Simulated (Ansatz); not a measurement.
Cl3OSi (SMILES [O][Si](Cl)(Cl)Cl), doublet, at a GFN2-xTB geometry; CCSD/STO-3G (Ansatz, a program for electronic structure).

Input for Ansatz:
Ansatz 0.2 input:
```yaml
crystal:
  periodic: [false, false, false]
  atoms:
    - {symbol: O, position_ang: [0.04499171, -0.01008436, 1.97947072]}
    - {symbol: Si, position_ang: [0.01040947, -0.00233316, 0.45797863]}
    - {symbol: Cl, position_ang: [1.75812921, -0.61413173, -0.47955100]}
    - {symbol: Cl, position_ang: [-0.36011251, 1.84200798, -0.41889240]}
    - {symbol: Cl, position_ang: [-1.42776177, -1.22120924, -0.41023111]}
basis:
  gaussian:
    orbitals: STO-3G
magnetization: {spin_polarized: true, initial_magnetization: 1}
correlation: {method: ccsd}
```

**Question.** What does Ansatz print? Leave out banner, timings and long lists.

**Answer.** 
```
Functional definition: HF
461 factors; integrals over basis functions are off by at most 2.4e-5 eV
mean field evaluation 1: about -46889.6712 eV, gradient 2.0e1 eV
mean field evaluation 2: about -46889.7150 eV, gradient 2.0e1 eV
mean field evaluation 4: about -46893.4782 eV, gradient 8.0e-1 eV
mean field evaluation 8: about -46893.4883 eV, gradient 2.4e-6 eV
mean field evaluation 16: about -46893.4883 eV, gradient 4.5e-3 eV
mean field evaluation 32: about -46893.4883 eV, gradient 2.7e-6 eV
mean field evaluation 64: about -46893.4883 eV, gradient 1.8e-6 eV
mean field evaluation 96: about -46893.4848 eV, gradient 4.6e-1 eV
mean field evaluation 128: about -46890.9964 eV, gradient 1.9e-2 eV
mean field -46893.48830866 eV, -1723.3039097953 hartree, gradient 1.2e-10 eV, S^2 0.754618; 7 other end points of the search recorded, 0 dependent functions left out
determinant -46893.48830866 eV, -1723.3039097953 hartree, with singles and doubles -46895.54038932 eV, -1723.3793223685 hartree
determinant -46893.48827729 eV, -1723.3039086424 hartree, with singles and doubles -46895.54040033 eV, -1723.3793227731 hartree
determinant -46890.99512086 eV, -1723.2122868335 hartree, with singles and doubles -46893.12967946 eV, -1723.2907304151 hartree
determinant -46893.48830866 eV, -1723.3039097953 hartree, with singles and doubles -46895.54112942 eV, -1723.3793495668 hartree
determinant -46893.48827729 eV, -1723.3039086424 hartree, with singles and doubles -46895.54113652 eV, -1723.3793498276 hartree
21 core orbitals not correlated
reference -46893.48830866 eV, -1723.3039097953 hartree; 16, 15 occupied and 4, 5 virtual orbitals, 461 factors
second order -1.62436084 eV of doubles, -0.00000000 eV of singles
cycle   1  -2.05282066 eV  change    1.0e-7 eV  update   4.0e-6
Total energy: -46895.54112932 eV, -1723.3793495630 hartree
```
